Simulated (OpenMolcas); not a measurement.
Cu VI: effect of the basis set

```json
{
  "Program": "OpenMolcas 26.06",
  "Method": "MS-RASPT2, IPEA 0.25 Eh, imaginary shift 0.1 Eh (closed shells correlated: 3s)",
  "Active space": "12 electrons in 8 orbitals (RAS1 3p, at most 2 holes; RAS2 3d)",
  "State averaging": "2S+1 = 5 even, 5 roots; 2S+1 = 3 even, 45 roots; 2S+1 = 1 even, 44 roots",
  "Spin-orbit coupling": "RASSI with atomic mean-field integrals over the reference wave functions, term energies averaged over their components"
}
```

A. ANO-RCC-VTZP [6s5p3d2f1g], DKH2, point nucleus; CASPT2 step of the order of 90 core-seconds
B. ANO-R2 [6s4p4d2f1g], X2C, finite nucleus; CASPT2 step about 60 core-seconds
C. ANO-RCC-VQZP [7s6p4d3f2g1h], DKH2, point nucleus; CASPT2 step of the order of 110 core-seconds

Energies in cm-1 above 3d6 5D4, the measured ground level; measured values from Sugar and Musgrove, J. Phys. Chem. Ref. Data 19, 527 (1990).

| Level | A | B | C | Measured |
| --- | --- | --- | --- | --- |
| 3d6 5D4 | 0.0 | 0.0 | 0.0 | 0.0 |
| 3d6 5D3 | 1153 | 1138 | 1135 | 1196 |
| 3d6 5D2 | 1923 | 1900 | 1893 | 1987 |
| 3d6 5D1 | 2410 | 2380 | 2380 | 2490 |
| 3d6 5D0 | 2650 | 2620 | 2610 | 2733 |
| 3d6 3P2(1) | 29880 | 30120 | 29770 | 29285 |
| 3d6 3H6 | 30770 | 30890 | 30470 | 30418 |
| 3d6 3H5 | 31270 | 31390 | 30970 | 31009 |
| 3d6 3H4 | 31520 | 31650 | 31230 | 31288 |
| 3d6 3P1(1) | 33240 | 33450 | 33080 | 32685 |
| 3d6 3F4(1) | 33250 | 33430 | 33030 | 32756 |
| 3d6 3F3(1) | 33800 | 33980 | 33580 | 33296 |
| 3d6 3F2(1) | 34250 | 34420 | 34030 | 33740 |
| 3d6 3P0(1) | 34470 | 34660 | 34290 | 33868 |
| 3d6 3G5 | 37940 | 38080 | 37650 | 37378 |
| 3d6 3G4 | 38990 | 39120 | 38690 | 38469 |
| 3d6 3G3 | 39360 | 39490 | 39060 | 38907 |
| 3d6 1I6 | 46950 | 47150 | 46520 | 46406 |
| 3d6 3D2 | 47610 | 47800 | 47380 | 46714 |
| 3d6 3D1 | 47640 | 47830 | 47420 | 46848 |
| 3d6 3D3 | 47990 | 48170 | 47750 | 47119 |
| 3d6 1G4(1) | 48470 | 48700 | 48190 | 47612 |
| 3d6 1S0 | 54670 | 55040 | 54460 | 53787 |
| 3d6 1D2 | 56560 | 56830 | 56280 | 54747 |

Deviations, from unrounded energies. A percentage is the sum of absolute deviations over the sum of measured energies, with the sign that they share, or ± where signs differ.

| Against measurement | Levels | A | B | C |
| --- | --- | --- | --- | --- |
| mean absolute deviation (cm-1) | 23 | 550 | 710 | 350 |
| fine structure of the ground term (%) | 4 | -3.2 | -4.4 | -4.7 |
| other terms of the ground configuration (%) | 19 | +1.7 | +2.1 | ±1.0 |

C lies closest to measurement on these levels and B furthest from it. The largest miss of C in the table is 3d6 1D2, by +1500 cm-1. The ranking rests on the paired levels alone, and a cruder setting can come out closer through cancelling errors.

The two smallest mean deviations differ by little beside CASPT2's spread within terms, so their order carries little weight.

Among A to C the level of the table that moves most is 3d6 1I6, by 630 cm-1 (lowest in C, highest in B). Moves below CASPT2's spread within the term are not significant.

CASPT2 breaks the degeneracy within a term, and the mean is taken; among the terms shown or strongly mixed into the levels shown the widest spread is 1200 cm-1 (3d6 1I, B). Active for correlation alone: 3p; no level in the range computed is led by a configuration that opens it, so any true level of that kind is missing. The CASPT2 spread within a term exceeds the gap to the next term for 3d6 3H and 3d6 3P(1), 3d6 3D and 3d6 1G(1), so the order of their levels is uncertain (figures for A; the like holds for B, C). Measured partners are found by configuration, term and J. A level has none where our copy of the source lacks it or the pairing is in doubt (some pairs that miss far off the trend of their configuration count as doubtful), and it then counts in no deviation. Levels of configurations outside the active space are missing. Levels that lie high or do not pair safely by name in every column are left out.

A number in round brackets counts repeated terms of one configuration in the order of the reference energies.
